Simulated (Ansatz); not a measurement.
Cost and result up the ladder for the cluster HfS₂ (the lowest singlet isomer of a short search) (3 atoms). Charge 0, multiplicity 1. Geometry: PBE0-D4/def2-TZVP.

```xyz
3

Hf   -0.4906    0.0915   -0.6764
S    -0.9560    0.8868    1.3357
S     1.4466   -0.9784   -0.6593
```

Ansatz on 4 threads of AMD EPYC 9R45 on a shared host. Times are rough, and most runs start from the orbitals of an earlier one. PBE0-D4/def2-TZVPD serves as the yardstick here, not as an exact answer. Differences are given only for rows in sets of like size (and for xTB, whose basis is part of the method), since another set adds its own error. Binding counts from free atoms at the same level (Hf triplet, S triplet; other spins of the atoms weren't run), without zero-point energy or a counterpoise term.

In the def2 sets Hf takes a core potential; there is no spin–orbit coupling. B3LYP takes the VWN-RPA correlation. HSE06 is defined as in plane-wave codes, on full-range PBE exchange. Correlated methods freeze 10 core orbitals; core or outer-core shells of Hf are correlated, in sets that lack core-valence functions. The structure comes from a short search, and lower isomers may exist.

Correlated methods converge slowly with the basis.

```csv
level,functions,wall time,binding energy per atom (eV),difference from PBE0-D4/def2-TZVPD (eV),remarks
LDA (SPW92)/def2-TZVP,114,0.25 s,4.24,0.68,–
PBE-D4/def2-SVP,68,0.3 s,3.75,–,–
MP2/def2-TZVP,114,0.35 s,3.65,0.09,test for broken spin undecided
PBE0-D4/def2-SVP,68,0.4 s,3.51,–,–
B3LYP-D4/def2-TZVP,114,0.45 s,3.43,-0.13,–
PBE-D4/def2-TZVPD,135,0.5 s,3.76,0.20,–
HSE06-D4/def2-TZVP,114,0.5 s,3.57,0.01,–
PBE0-D4/def2-TZVPD,135,0.6 s,3.56,0.00,–
RPA@PBE/def2-TZVP,114,0.7 s,3.12,-0.44,–
PBE0-D4/def2-TZVP,114,0.75 s,3.56,0.00,–
r2SCAN-D4/def2-TZVP,114,0.8 s,3.66,0.10,–
PBE-QIDH/def2-TZVP,114,0.8 s,3.54,-0.02,test for broken spin undecided
B97M-V/def2-TZVP,114,1.4 s,3.61,0.05,–
CCSD(T)/def2-TZVPD,135,2.1 s,3.40,-0.16,–
```
